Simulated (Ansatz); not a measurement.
Gas-phase electronic energies from Ansatz, PBE0-D4/def2-TZVP geometries. CCSD(T)/CBS is the MP2 limit (def2-TZVPP, def2-QZVPP) plus CCSD(T) − MP2 in def2-TZVPP, frozen cores. This one scheme is used for every species. DFT in def2-TZVPP. Elements past krypton have def2 core potentials. For Br, In outer-core shells are correlated without core-valence functions, which leaves a few kJ/mol of doubt a bond. Scalar relativity is left out up to krypton. Each species was taken in one conformer, which may not be the lowest.

Consider the formal hydrolysis of the In–Br bond: `[CH3][In]([F])[Br]` + H₂O → `[CH3][In]([OH])[F]` + HBr.

| level | ΔE (kJ/mol) | difference from CCSD(T)/CBS |
| --- | --- | --- |
| PBE-D4 | 107.4 | -4.6 |
| r2SCAN-D4 | 111.5 | -0.5 |
| ωB97M-V | 112.4 | 0.4 |
| PBE | 106.2 | -5.8 |
| r2SCAN | 111.3 | -0.7 |
| PBE0 | 116.9 | 4.9 |
| BHLYP | 119.1 | 7.1 |
| RPA@PBE/def2-TZVPP | 100.2 | -11.8 |
| CCSD(T)/def2-TZVPP | 108.5 | -3.5 |
| MP2/CBS(def2) | 114.5 | 2.5 |
| CCSD(T)/CBS | 112.0 | 0 |

**Question.** What do rigid-rotor, harmonic-oscillator terms from PBE0-D4/def2-TZVP frequencies (298.15 K, 1 bar) make of the CCSD(T)/CBS value? (An estimate is asked.)

**Answer.** The calculation gave: ΔZPE = -8.3 kJ/mol, ΔH = +102.7 kJ/mol, ΔS = -4 J/(mol·K), ΔG = +103.8 kJ/mol. Modes under 50 cm⁻¹ make the entropy rough.

Largest T1 diagnostic among the species: 0.016.

From PBE to PBE0 (25 % exact exchange), in def2-TZVPP and without D4, ΔE moves by +10.7 kJ/mol. At CCSD(T), def2-SVP lies −3.7 kJ/mol from the extrapolated value and def2-TZVPP −3.5 kJ/mol.

CCSD(T)/CBS has its own doubt, a few kJ/mol and more with outer-core shells, so smaller differences from it don't rank the levels.
